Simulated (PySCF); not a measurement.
CH9AlO2Si2 (SMILES C[SiH2][SiH2][Al]([OH])[OH]), singlet, at a GFN2-xTB geometry (such geometries of metal compounds can be far from the true shape); DF-PBE/pcseg-1 (PySCF).

Input for PySCF:
```python
from pyscf import gto, scf, dft

mol = gto.M(
    atom='''
Si   -2.04446911    0.55683973   -0.84187970
C    -2.12502817    0.67859047    1.05501249
Si   -0.06296137   -0.56229794   -1.33027685
Al    1.46829773   -0.26808114    0.50378149
O     1.80518624   -1.56605358    1.47225701
O     2.01071159    1.28495661    0.68681439
H    -3.30015063   -0.07098587   -1.28198546
H    -2.10576253    1.93043099   -1.36726072
H    -1.14732139    0.95046844    1.45760854
H    -2.84122542    1.41685248    1.40127088
H    -2.39980785   -0.27574886    1.49636254
H    -0.35813203   -1.98147371   -1.63797872
H     0.45027876   -0.08312514   -2.63466537
H     2.00008561   -2.31226089    2.02177720
H     2.34117774    2.16454500    0.80325700
''',
    basis='pcseg-1',
    verbose=4,
    max_memory=1800,
)

mf = dft.RKS(mol)
mf.xc = 'pbe'
mf = mf.density_fit(auxbasis='def2-universal-jkfit')
mf.kernel()
```

Question: Predict the main parts of the log of this PySCF run.

Answer: 
```
PySCF version 2.14.0

[INPUT] verbose = 4
[INPUT] num. atoms = 15
[INPUT] num. electrons = 72
[INPUT] charge = 0
[INPUT] spin (= nelec alpha-beta = 2S) = 0
[INPUT] symmetry False subgroup None
[INPUT] Mole.unit = angstrom
[INPUT] Symbol           X                Y                Z      unit          X                Y                Z       unit  Magmom
[...]
nuclear repulsion = 417.370693066955
number of shells = 36
number of NR pGTOs = 270
number of NR cGTOs = 141
basis = pcseg-1
ecp = {}

******** <class 'pyscf.df.df_jk.DFRKS'> ********
method = DFRKS
initial guess = minao
damping factor = 0
level_shift factor = 0
DIIS = <class 'pyscf.scf.diis.CDIIS'>
diis_start_cycle = 1
diis_space = 8
diis_damp = 0
SCF conv_tol = 1e-09
SCF conv_tol_grad = None
SCF max_cycles = 50
direct_scf = False
XC library pyscf.dft.libxc version 7.1.2
    S. Lehtola, C. Steigemann, M. J. T. Oliveira, and M. A. L. Marques,  SoftwareX 7, 1–5 (2018)
XC functionals = pbe
    J. P. Perdew, K. Burke, and M. Ernzerhof,  Phys. Rev. Lett. 77, 3865 (1996)
    J. P. Perdew, K. Burke, and M. Ernzerhof,  Phys. Rev. Lett. 78, 1396 (1997)
    J. P. Perdew, K. Burke, and M. Ernzerhof,  Phys. Rev. Lett. 77, 3865 (1996)
    J. P. Perdew, K. Burke, and M. Ernzerhof,  Phys. Rev. Lett. 78, 1396 (1997)
radial grids:
    Treutler-Ahlrichs [JCP 102, 346 (1995); DOI:10.1063/1.469408] (M4) radial grids

becke partition: Becke, JCP 88, 2547 (1988); DOI:10.1063/1.454033
pruning grids: <function nwchem_prune>
grids dens level: 3
symmetrized grids: False
atomic radii adjust function: <function treutler_atomic_radii_adjust>
small_rho_cutoff = 0
Set gradient conv threshold to 3.16228e-05
Initial guess from minao.
tot grids = 188096
init E= -1014.85740642964
[...]
cycle= 1 E= -1014.46790012983  delta_E= 0.39  |g|= 1.22  |ddm|= 3.89
[...]
cycle= 2 E= -1012.96742263694  delta_E=  1.5  |g|= 2.84  |ddm|= 4.12
[...]
cycle= 3 E= -1014.74139983402  delta_E= -1.77  |g|= 0.257  |ddm|=  3.6
[...]
cycle= 4 E= -1014.75536554146  delta_E= -0.014  |g|= 0.164  |ddm|= 0.518
[...]
cycle= 5 E= -1014.76217254789  delta_E= -0.00681  |g|= 0.0358  |ddm|= 0.183
[...]
cycle= 6 E= -1014.76262352795  delta_E= -0.000451  |g|= 0.00955  |ddm|= 0.0728
[...]
cycle= 7 E= -1014.76265252409  delta_E= -2.9e-05  |g|= 0.00289  |ddm|= 0.0187
[...]
cycle= 8 E= -1014.76265435387  delta_E= -1.83e-06  |g|= 0.00162  |ddm|= 0.00426
[...]
cycle= 9 E= -1014.76265486867  delta_E= -5.15e-07  |g|= 0.000297  |ddm|= 0.00155
[...]
cycle= 10 E= -1014.7626548894  delta_E= -2.07e-08  |g|= 9.16e-05  |ddm|= 0.000533
[...]
cycle= 11 E= -1014.76265489233  delta_E= -2.93e-09  |g|= 3.57e-05  |ddm|= 0.000223
[...]
cycle= 12 E= -1014.76265489284  delta_E= -5.04e-10  |g|= 4.46e-06  |ddm|= 7.23e-05
[...]
Extra cycle  E= -1014.76265489283  delta_E= 2.96e-12  |g|= 7.6e-06  |ddm|= 1.5e-05
converged SCF energy = -1014.76265489283
```
